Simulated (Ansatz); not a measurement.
Problem. Predict a relaxed structure of Si6Mo⁻, charge -1, doublet, at PBE-D4/def2-SVPD (Ansatz).

Solution. 
```xyz
7

Mo    0.4756   -0.8062    0.5986
Si    0.1328   -0.5837   -2.0448
Si   -2.0225    0.1484    0.6530
Si   -1.4121   -1.6787   -0.6727
Si    2.0733    0.1565   -0.9703
Si    1.0917    1.7881    0.3872
Si   -0.3388    0.9756    2.0490
```
Point group C3v (tolerance 0.1 Å). The metal has 6 neighbours: Si 2.67 Å, Si 2.67 Å, Si 2.44 Å, Si 2.44 Å, Si 2.67 Å, Si 2.44 Å. This is one stationary point.

In the def2 sets Mo takes a core potential; there is no spin–orbit coupling. The structure comes from a short search, and lower isomers may exist.
